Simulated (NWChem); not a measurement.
Program: NWChem. System: Cl2Pb, charge 0, spin multiplicity 1, at a geometry optimised with B3LYP/def2-SVP with def2 effective core potentials on Pb. The structure started from a generated list of species. Level: B3LYP/def2-TZVP with def2 effective core potentials on Pb, VWN1-RPA local correlation.

Output (cleaned and shortened):

```
             Northwest Computational Chemistry Package (NWChem) 7.3.0
             --------------------------------------------------------

                                NWChem Input Module
                                -------------------

 Scaling coordinates for geometry "geometry" by  1.889725989
 (inverse scale =  0.529177249)

 Turning off AUTOSYM since
 SYMMETRY directive was detected!

                             Geometry "geometry" -> ""
                             -------------------------

 Output coordinates in angstroms (scale by  1.889725989 to convert to a.u.)

  No.       Tag          Charge          X              Y              Z
 ---- ---------------- ---------- -------------- -------------- --------------
    1 Pb                  82.0000     0.00000000     0.00000000    -0.46576900
    2 Cl                  17.0000     1.93631200     0.00000000     1.12332500
    3 Cl                  17.0000    -1.93631200     0.00000000     1.12332500

 Effective nuclear repulsion energy (a.u.)     628.4746591278

            Nuclear Dipole moment (a.u.)
            ----------------------------
        X                 Y               Z
 ---------------- ---------------- ----------------
     0.0000000000     0.0000000000    -0.0000151178

      Symmetry information
      --------------------

 Group name             C2v
 Group number             16
 Group order               4
 No. of unique centers     2

      Symmetry unique atoms

     1    2


 Summary of "ao basis" -> "" (spherical)
 ------------------------------------------------------------------------------
       Tag                 Description            Shells   Functions and Types
 ---------------- ------------------------------  ------  ---------------------
 *                         def2-tzvp                  on all atoms

                                 NWChem DFT Module
                                 -----------------

 Summary of "ao basis" -> "ao basis" (spherical)
 ------------------------------------------------------------------------------
       Tag                 Description            Shells   Functions and Types
 ---------------- ------------------------------  ------  ---------------------
 Pb                        def2-tzvp                16       50   6s5p3d2f
 Cl                        def2-tzvp                13       37   5s5p2d1f

 Summary of "ao basis" -> "ao basis" (spherical)
 ------------------------------------------------------------------------------
[...]
 Vector   27  Occ=2.000000D+00  E=-3.001363D-01  Symmetry=b1
              MO Center=  3.3D-14,  1.4D-15,  1.1D+00, r^2= 5.0D+00
   Bfn.  Coefficient  Atom+Function         Bfn.  Coefficient  Atom+Function
  ----- ------------  ---------------      ----- ------------  ---------------
    65      0.311198  2 Cl px               102      0.311198  3 Cl px
    67     -0.216322  2 Cl pz                68      0.216150  2 Cl px
   104      0.216322  3 Cl pz               105      0.216150  3 Cl px
    70     -0.156610  2 Cl pz               107      0.156610  3 Cl pz
    62      0.151970  2 Cl px                99      0.151970  3 Cl px

 Vector   28  Occ=2.000000D+00  E=-2.937393D-01  Symmetry=a1
              MO Center= -2.6D-14,  2.4D-15,  7.1D-01, r^2= 5.2D+00
   Bfn.  Coefficient  Atom+Function         Bfn.  Coefficient  Atom+Function
  ----- ------------  ---------------      ----- ------------  ---------------
    67      0.342815  2 Cl pz               104      0.342815  3 Cl pz
     5      0.271354  1 Pb s                  6      0.271837  1 Pb s
    70      0.249073  2 Cl pz               107      0.249073  3 Cl pz
     3     -0.230025  1 Pb s                 64      0.169084  2 Cl pz
   101      0.169084  3 Cl pz                12      0.156408  1 Pb pz

 Vector   29  Occ=0.000000D+00  E=-1.290569D-01  Symmetry=b2
              MO Center= -6.1D-16, -6.0D-15, -4.0D-01, r^2= 3.9D+00
   Bfn.  Coefficient  Atom+Function         Bfn.  Coefficient  Atom+Function
  ----- ------------  ---------------      ----- ------------  ---------------
    17      0.578413  1 Pb py                11     -0.411995  1 Pb py
    14      0.328471  1 Pb py                20      0.279228  1 Pb py
    69     -0.156832  2 Cl py               106     -0.156832  3 Cl py
    66     -0.136095  2 Cl py               103     -0.136095  3 Cl py
     8      0.085588  1 Pb py                63     -0.077840  2 Cl py

 Vector   30  Occ=0.000000D+00  E=-5.745898D-02  Symmetry=a1
              MO Center=  6.0D-15,  2.5D-15, -4.2D-01, r^2= 5.4D+00
   Bfn.  Coefficient  Atom+Function         Bfn.  Coefficient  Atom+Function
  ----- ------------  ---------------      ----- ------------  ---------------
    21      0.508552  1 Pb pz                 5      0.485228  1 Pb s
    18      0.454469  1 Pb pz                12     -0.334077  1 Pb pz
    15      0.282434  1 Pb pz                68      0.227920  2 Cl px
   105     -0.227920  3 Cl px                 3     -0.208627  1 Pb s
    55     -0.207087  2 Cl s                 92     -0.207087  3 Cl s

 Vector   31  Occ=0.000000D+00  E=-4.712465D-02  Symmetry=b1
              MO Center=  2.5D-14, -1.5D-15, -5.5D-01, r^2= 5.4D+00
   Bfn.  Coefficient  Atom+Function         Bfn.  Coefficient  Atom+Function
  ----- ------------  ---------------      ----- ------------  ---------------
    19      0.559305  1 Pb px                16      0.441819  1 Pb px
    10     -0.346441  1 Pb px                13      0.301391  1 Pb px
    55     -0.207749  2 Cl s                 92      0.207749  3 Cl s
    70      0.188595  2 Cl pz               107     -0.188595  3 Cl pz
    35      0.167717  1 Pb d  1              67      0.153092  2 Cl pz

 center of mass
 --------------
 x =   0.00000000 y =   0.00000000 z =  -0.12447674

 moments of inertia (a.u.)
 ------------------
         471.967151703569           0.000000000000           0.000000000000
           0.000000000000        1408.363456568216           0.000000000000
           0.000000000000           0.000000000000         936.396304864648

     Multipole analysis of the density
     ---------------------------------

     L   x y z        total         alpha         beta         nuclear
     -   - - -        -----         -----         ----         -------
     0   0 0 0      0.000000    -28.000000    -28.000000     56.000000

     1   1 0 0     -0.000000     -0.000000     -0.000000      0.000000
     1   0 1 0     -0.000000     -0.000000     -0.000000      0.000000
     1   0 0 1     -1.847713    -27.329123    -27.329123     52.810532

     2   2 0 0    -46.617514   -250.921864   -250.921864    455.226214
     2   1 1 0     -0.000000     -0.000000     -0.000000      0.000000
     2   1 0 1     -0.000000     -0.000000     -0.000000      0.000000
     2   0 2 0    -36.850523    -18.425262    -18.425262      0.000000
     2   0 1 1     -0.000000     -0.000000     -0.000000      0.000000
     2   0 0 2    -40.364564   -105.309143   -105.309143    170.253722

 Task  times  cpu:        3.1s     wall:        3.1s

 Total times  cpu:        3.1s     wall:        3.1s
```

Question: Write an NWChem input that would produce this output.

Answer: One answer among several that fit: 
```
start mol
memory heap 200 mb stack 900 mb global 1100 mb
geometry units angstroms nocenter noautoz
  Pb     0.000000     0.000000    -0.465769
  Cl     1.936312     0.000000     1.123325
  Cl    -1.936312     0.000000     1.123325
  symmetry group C2v
end
basis spherical
  * library def2-tzvp
end
ecp
  Pb library def2-ecp
end
dft
  xc b3lyp
  semidirect memsize 60000000 filesize 0
  iterations 100
end
task dft energy
```
